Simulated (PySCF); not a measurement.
F2Ge, SMILES [Ge]([F])[F] (connectivity only; charge and spin as stated), charge +1, multiplicity 2. Geometry optimised at B3LYP-D3(BJ)/def2-TZVP. The spin state was assumed, not searched. The isomer is the one that the SMILES or the coordinates give; other isomers of the formula were not compared.

Calculation: PySCF 2.14.0 with B3LYP-D3(BJ)/def2-TZVP.

Harmonic wavenumbers (cm⁻¹): 195, 717, 767. Rotational constants (GHz): 26.06, 6.375, 5.122; symmetry number 2.

**Question.** Work out the zero-point energy and the ideal-gas rigid-rotor harmonic-oscillator thermochemistry at 298.15 K and 1 atm.

**Answer.** ZPE = ½ Σ hcν = ½ × 1679 cm⁻¹ = 10.04 kJ/mol. H − E(el) = 21.96 kJ/mol. Entropy in J/(mol K): translation 167.44, rotation 92.35, vibration 11.30, spin 5.76, total 276.86. G − E(el) = -60.58 kJ/mol. Cp = 47.28 J/(mol K).
